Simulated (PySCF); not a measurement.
Simulation results for CH₄BN, C₂H₆AlB, CH₆BOSi, CH₇BOSi and others

Calculation on a computer-drawn molecule: the log of a Hartree-Fock and frozen-core CCSD(T) single point meant for a local Hartree-Fock minimum, with one planted fault or none, to be diagnosed. Offsets are logged minus clean, where the clean run is the same molecule without the fault. The reference is restricted for singlets and unrestricted otherwise, and also for a bond in bohr or an excited solution. Adding or removing an electron swaps singlet and doublet. The excited solution moves the top pair (singlet) or top alpha electron (doublet) to the lowest empty orbital. Highest occupied and lowest empty are orbital energies over both spins, largest force is the largest gradient component, triples share is (T) over the correlation energy, the T1 limit is 0.02 restricted and 0.045 unrestricted, electrons count all cores, a negative frequency is imaginary (commonest isotopes), and the dipole is about the centre of nuclear charge. Program: PySCF 2.14.0.

Common to all runs: meant multiplicity 1; logged SCF converged yes; possible faults no fault, one electron removed, one electron added, multiplicity raised by two, geometry at a saddle point, SCF held on an excited solution, minimal basis STO-3G, one bond length entered in bohr, all coordinates scaled.

```json
{"entry": 1, "formula": "CH4BN", "logged_structure": {"atoms_angstrom": [["C", -2.4749, 0.9336, -0.9897], ["B", -3.0845, -0.4082, -0.5058], ["N", -3.5677, -1.4719, -0.1222], ["H", -3.0836, 1.3673, -1.7856], ["H", -2.4232, 1.6506, -0.1681], ["H", -1.4651, 0.7801, -1.3751], ["H", -3.9543, -2.3229, 0.1847]]}, "given": {"meant_charge": 0, "meant_basis": "cc-pVDZ", "logged_electrons": 22, "logged_basis_functions": 62, "logged_spin_squared": 2.0222, "logged_highest_occupied [eV]": -3.9079, "logged_lowest_empty [eV]": 1.0111, "logged_largest_force [hartree/bohr]": 0.22043, "logged_T1_diagnostic": 0.012996, "logged_D1_diagnostic": 0.036994, "logged_triples_share": 0.028846, "logged_CC_converged": "yes", "logged_dipole_magnitude [debye]": 2.1721, "logged_SCF_stable_within_its_kind": "yes", "logged_energy_HF [hartree]": -119.14187, "logged_energy_CCSD(T) [hartree]": -119.53233, "drawn_bonds_atom": [1, 2, 1, 1, 1, 3], "drawn_bonds_other_atom": [2, 3, 4, 5, 6, 7], "drawn_bonds_order": [1, 2, 1, 1, 1, 1]}, "results": {"planted_fault": "multiplicity raised by two", "HF_energy_offset_from_clean_run [kcal/mol]": 136.4, "CCSD(T)_energy_offset_from_clean_run [kcal/mol]": 161.2}}
{"entry": 2, "formula": "CH4BN", "logged_structure": {"atoms_angstrom": [["C", -2.4749, 0.9336, -0.9897], ["B", -3.6268, -1.602, -0.0753], ["N", -4.11, -2.6657, 0.3084], ["H", -3.0836, 1.3673, -1.7856], ["H", -2.4232, 1.6506, -0.1681], ["H", -1.4651, 0.7801, -1.3751], ["H", -4.4967, -3.5167, 0.6152]]}, "given": {"meant_charge": 0, "meant_basis": "cc-pVDZ", "logged_electrons": 22, "logged_basis_functions": 62, "logged_spin_squared": 0.9483, "logged_highest_occupied [eV]": -11.18, "logged_lowest_empty [eV]": 1.9905, "logged_largest_force [hartree/bohr]": 0.034291, "logged_T1_diagnostic": 0.041941, "logged_D1_diagnostic": 0.15024, "logged_triples_share": 0.036842, "logged_CC_converged": "yes", "logged_dipole_magnitude [debye]": 0.57766, "logged_SCF_stable_within_its_kind": "yes", "logged_energy_HF [hartree]": -119.21485, "logged_energy_CCSD(T) [hartree]": -119.62268, "drawn_bonds_atom": [1, 2, 1, 1, 1, 3], "drawn_bonds_other_atom": [2, 3, 4, 5, 6, 7], "drawn_bonds_order": [1, 2, 1, 1, 1, 1]}, "results": {"planted_fault": "one bond length entered in bohr, row 1 of the drawn bonds", "HF_energy_offset_from_clean_run [kcal/mol]": 90.61, "CCSD(T)_energy_offset_from_clean_run [kcal/mol]": 104.5}}
{"entry": 3, "formula": "C2H6AlB", "logged_structure": {"atoms_angstrom": [["C", -0.4276, 0.8009, -1.6719], ["B", 0.341, -0.1201, -0.6998], ["C", 0.9097, -0.9736, 0.2265], ["Al", -0.3824, -1.7648, 1.3976], ["H", -1.4918, 0.7556, -1.4183], ["H", -0.3157, 0.4785, -2.709], ["H", -0.1057, 1.8404, -1.583], ["H", 1.9631, -1.2085, 0.3286], ["H", -1.9145, -1.3906, 1.2102], ["H", 0.0391, -2.7758, 2.5396]]}, "given": {"meant_charge": 0, "meant_basis": "cc-pV(D+d)Z", "logged_electrons": 36, "logged_basis_functions": 95, "logged_spin_squared": 0.0, "logged_highest_occupied [eV]": -8.9233, "logged_lowest_empty [eV]": 1.9051, "logged_largest_force [hartree/bohr]": 1.7553e-05, "logged_lowest_frequency [cm^-1]": 78.646, "logged_T1_diagnostic": 0.013512, "logged_D1_diagnostic": 0.043646, "logged_triples_share": 0.0333, "logged_CC_converged": "yes", "logged_dipole_magnitude [debye]": 2.5888, "logged_SCF_stable_within_its_kind": "yes", "logged_energy_HF [hartree]": -345.8071, "logged_energy_CCSD(T) [hartree]": -346.29148, "drawn_bonds_atom": [1, 2, 3, 1, 1, 1, 3, 4, 4], "drawn_bonds_other_atom": [2, 3, 4, 5, 6, 7, 8, 9, 10], "drawn_bonds_order": [1, 2, 1, 1, 1, 1, 1, 1, 1]}, "results": {"planted_fault": "no fault", "HF_energy_offset_from_clean_run [kcal/mol]": 0.0, "CCSD(T)_energy_offset_from_clean_run [kcal/mol]": 0.0}}
{"entry": 4, "formula": "C2H6AlB", "logged_structure": {"atoms_angstrom": [["C", -0.4469, 0.8369, -1.7471], ["B", 0.3563, -0.1256, -0.7313], ["C", 0.9507, -1.0174, 0.2367], ["Al", -0.3996, -1.8442, 1.4604], ["H", -1.5589, 0.7896, -1.4821], ["H", -0.3299, 0.5, -2.8309], ["H", -0.1104, 1.9232, -1.6542], ["H", 2.0515, -1.2629, 0.3434], ["H", -2.0006, -1.4531, 1.2647], ["H", 0.0409, -2.9007, 2.6538]]}, "given": {"meant_charge": 0, "meant_basis": "cc-pV(D+d)Z", "logged_electrons": 36, "logged_basis_functions": 95, "logged_spin_squared": 0.0, "logged_highest_occupied [eV]": -8.6561, "logged_lowest_empty [eV]": 1.7387, "logged_largest_force [hartree/bohr]": 0.030574, "logged_T1_diagnostic": 0.014556, "logged_D1_diagnostic": 0.045982, "logged_triples_share": 0.035384, "logged_CC_converged": "yes", "logged_dipole_magnitude [debye]": 2.5845, "logged_SCF_stable_within_its_kind": "yes", "logged_energy_HF [hartree]": -345.79044, "logged_energy_CCSD(T) [hartree]": -346.28224, "drawn_bonds_atom": [1, 2, 3, 1, 1, 1, 3, 4, 4], "drawn_bonds_other_atom": [2, 3, 4, 5, 6, 7, 8, 9, 10], "drawn_bonds_order": [1, 2, 1, 1, 1, 1, 1, 1, 1]}, "results": {"planted_fault": "all coordinates scaled, by +4.5 %", "HF_energy_offset_from_clean_run [kcal/mol]": 10.46, "CCSD(T)_energy_offset_from_clean_run [kcal/mol]": 5.794}}
{"entry": 5, "formula": "CH6BOSi", "logged_structure": {"atoms_angstrom": [["C", 1.3238, 2.9187, -0.7808], ["B", 0.368, 2.4758, -1.9184], ["O", -0.382, 1.2683, -1.7872], ["Si", -1.2215, -0.0227, -1.7055], ["H", 2.3271, 3.0723, -1.1923], ["H", 1.3854, 2.2301, 0.0625], ["H", 1.0038, 3.901, -0.4146], ["H", 0.1688, 3.0517, -2.9404], ["H", -0.6512, -1.2591, -2.2193], ["H", -2.5477, 0.0443, -1.1098]]}, "given": {"meant_charge": 1, "meant_basis": "cc-pV(D+d)Z", "logged_electrons": 38, "logged_basis_functions": 95, "logged_spin_squared": 0.0, "logged_highest_occupied [eV]": -8.5578, "logged_lowest_empty [eV]": -13.515, "logged_largest_force [hartree/bohr]": 0.38072, "logged_CC_converged": "no", "logged_dipole_magnitude [debye]": 13.522, "logged_SCF_stable_within_its_kind": "no", "logged_energy_HF [hartree]": -428.9838, "drawn_bonds_atom": [1, 2, 3, 1, 1, 1, 2, 4, 4], "drawn_bonds_other_atom": [2, 3, 4, 5, 6, 7, 8, 9, 10], "drawn_bonds_order": [1, 1, 1, 1, 1, 1, 1, 1, 1]}, "results": {"planted_fault": "SCF held on an excited solution", "HF_energy_offset_from_clean_run [kcal/mol]": 418.7}, "notes": ["CCSD not converged"]}
{"entry": 6, "formula": "CH7BOSi", "logged_structure": {"atoms_angstrom": [["C", 0.7391, 0.7514, -0.6648], ["B", -0.3883, 0.1823, 0.2045], ["O", -1.3412, 0.9129, 0.745], ["Si", -1.7809, 2.4569, 0.7968], ["H", 0.7484, 0.2579, -1.6062], ["H", 0.6928, 1.7967, -0.8368], ["H", 1.6761, 0.5306, -0.2128], ["H", -0.4295, -0.9661, 0.4218], ["H", -0.7381, 3.2511, 1.3776], ["H", -2.0628, 2.9378, -0.5241], ["H", -2.958, 2.5374, 1.6033]]}, "given": {"meant_charge": 0, "meant_basis": "cc-pV(D+d)Z", "logged_electrons": 40, "logged_basis_functions": 100, "logged_spin_squared": 0.0, "logged_highest_occupied [eV]": -11.662, "logged_lowest_empty [eV]": 3.9692, "logged_largest_force [hartree/bohr]": 0.025084, "logged_T1_diagnostic": 0.011632, "logged_D1_diagnostic": 0.040355, "logged_triples_share": 0.023277, "logged_CC_converged": "yes", "logged_dipole_magnitude [debye]": 1.0002, "logged_SCF_stable_within_its_kind": "yes", "logged_energy_HF [hartree]": -430.51172, "logged_energy_CCSD(T) [hartree]": -431.08761, "drawn_bonds_atom": [1, 2, 3, 1, 1, 1, 2, 4, 4, 4], "drawn_bonds_other_atom": [2, 3, 4, 5, 6, 7, 8, 9, 10, 11], "drawn_bonds_order": [1, 1, 1, 1, 1, 1, 1, 1, 1, 1]}, "results": {"planted_fault": "all coordinates scaled, by -3.0 %", "HF_energy_offset_from_clean_run [kcal/mol]": 6.22, "CCSD(T)_energy_offset_from_clean_run [kcal/mol]": 9.398}}
{"entry": 7, "formula": "CH7BOSi", "logged_structure": {"atoms_angstrom": [["C", 0.762, 0.7746, -0.6854], ["B", -0.4003, 0.1879, 0.2109], ["O", -1.3827, 0.9412, 0.768], ["Si", -1.8359, 2.5329, 0.8214], ["H", 0.7715, 0.2659, -1.6559], ["H", 0.7142, 1.8523, -0.8627], ["H", 1.7279, 0.547, -0.2193], ["H", -0.4428, -0.996, 0.4348], ["H", -0.7609, 3.3517, 1.4203], ["H", -2.1266, 3.0287, -0.5403], ["H", -3.0495, 2.6159, 1.6529]]}, "given": {"meant_charge": 0, "meant_basis": "cc-pV(D+d)Z", "logged_electrons": 40, "logged_basis_functions": 100, "logged_spin_squared": 0.0, "logged_highest_occupied [eV]": -11.62, "logged_lowest_empty [eV]": 3.7707, "logged_largest_force [hartree/bohr]": 2.5265e-05, "logged_lowest_frequency [cm^-1]": 61.749, "logged_T1_diagnostic": 0.012373, "logged_D1_diagnostic": 0.04375, "logged_triples_share": 0.024247, "logged_CC_converged": "yes", "logged_dipole_magnitude [debye]": 1.0631, "logged_SCF_stable_within_its_kind": "yes", "logged_energy_HF [hartree]": -430.52163, "logged_energy_CCSD(T) [hartree]": -431.10258, "drawn_bonds_atom": [1, 2, 3, 1, 1, 1, 2, 4, 4, 4], "drawn_bonds_other_atom": [2, 3, 4, 5, 6, 7, 8, 9, 10, 11], "drawn_bonds_order": [1, 1, 1, 1, 1, 1, 1, 1, 1, 1]}, "results": {"planted_fault": null}}
{"entry": 8, "formula": "CH4B2F", "logged_structure": {"atoms_angstrom": [["C", -2.6011, -0.6319, -0.3289], ["B", -1.9973, 0.6396, 0.306], ["B", -0.3892, 1.1785, -0.2038], ["F", 0.7226, 1.5575, -0.5467], ["H", -3.3479, -1.0882, 0.3216], ["H", -3.1471, -0.2631, -1.2163], ["H", -1.8925, -1.3813, -0.6809], ["H", -2.4875, 1.3918, 1.0842]]}, "given": {"meant_charge": 1, "meant_basis": "cc-pVDZ", "logged_electrons": 28, "logged_basis_functions": 76, "logged_spin_squared": 0.0, "logged_highest_occupied [eV]": -18.97, "logged_lowest_empty [eV]": -5.6273, "logged_largest_force [hartree/bohr]": 1.6488e-05, "logged_lowest_frequency [cm^-1]": 104.52, "logged_T1_diagnostic": 0.015872, "logged_D1_diagnostic": 0.044146, "logged_triples_share": 0.025615, "logged_CC_converged": "yes", "logged_dipole_magnitude [debye]": 0.93823, "logged_SCF_stable_within_its_kind": "yes", "logged_energy_HF [hartree]": -188.74753, "logged_energy_CCSD(T) [hartree]": -189.26276, "drawn_bonds_atom": [1, 2, 3, 1, 1, 1, 2], "drawn_bonds_other_atom": [2, 3, 4, 5, 6, 7, 8], "drawn_bonds_order": [1, 1, 1, 1, 1, 1, 1]}, "results": {"planted_fault": null}}
```

Questions
1. Which fault was planted in the run of CH₇BOSi (entry 7)?
2. CH₄B₂F (entry 8): planted fault?

Answers
1. no fault
2. no fault

Further results for CH₇BOSi (entry 7):

```
HF energy offset from clean run      : 0 kcal/mol
CCSD(T) energy offset from clean run : 0 kcal/mol
```

Further results for CH₄B₂F (entry 8):

```
HF energy offset from clean run      : 0 kcal/mol
CCSD(T) energy offset from clean run : 0 kcal/mol
```
